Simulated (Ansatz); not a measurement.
Members of the series CXY, Y = chloro; each row names its spin state. All species are isolated molecules in the gas phase. One relaxed conformer stands for each flexible species; it need not be the lowest. Strings in code marks are SMILES.

Quantity: adiabatic spin-state energy, in kJ/mol. The DFT solution of `[CH]Cl` and `Cl[C]Cl` is unstable or spin-contaminated; the geometry comes from it. HF references are unrestricted for open shells and restricted for singlets. The restricted reference of `Cl[C]Cl`, `B[C]Cl` and `[CH]Cl` is unstable towards unrestricted orbitals.

A: `B[C]Cl`: multiplicity 3 minus multiplicity 1
B: `[CH]Cl`: multiplicity 3 minus multiplicity 1
C: `Cl[C]Cl`: multiplicity 3 minus multiplicity 1

Put the candidates in order of adiabatic spin-state energy, lowest first, for frozen-core CCSDT(Q)/cc-pVDZ // PBE0-D3(BJ)/def2-TZVP (Ansatz, an electronic-structure program).

B (19.85 kJ/mol), A (22.45 kJ/mol), C (81.9 kJ/mol)
